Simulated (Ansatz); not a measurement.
Ansatz (an electronic-structure program) input:

Ansatz 0.2 input:
```yaml
crystal:
  periodic: [false, false, false]
  atoms:
    - {symbol: C, position_ang: [-1.90210376, -0.12868891, -0.09716108]}
    - {symbol: C, position_ang: [-0.64421110, -0.16066583, -0.01285043]}
    - {symbol: C, position_ang: [0.62481021, 0.10996871, 0.02031917]}
    - {symbol: O, position_ang: [1.78485631, 0.23330429, 0.07189210]}
    - {symbol: H, position_ang: [-2.74982253, -0.79011814, -0.03698276]}
basis:
  gaussian:
    orbitals: def2-TZVP
hamiltonian:
  xc: {name: PBE0}
magnetization: {spin_polarized: true, initial_magnetization: 1}
```

### Question
Predict the final energy.

### Answer
-189.85742 Eh (PBE0/def2-TZVP). The basis has 130 functions.

It need not be the lowest isomer of its formula.
